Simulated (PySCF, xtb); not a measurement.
F2GeH4OSi, SMILES F[SiH](F)[O][GeH3].

GFN2-xTB (xtb) at its own geometry gives an orbital gap of 7.13 eV and a dipole moment of 2.24 D.

Coordinates come from a PBE0-D3(BJ)/def2-SVP optimisation. This is a generated structure with no PubChem entry under its InChIKey; it may be hypothetical. One conformer was computed; it need not be the lowest.

Task: What does PBE/def2-TZVP (PySCF) give? (The exact figures need the calculation; the answer reports its results.)

Result: gap 6.72 eV (levels -7.82 and -1.09 eV), dipole 2.02 D.
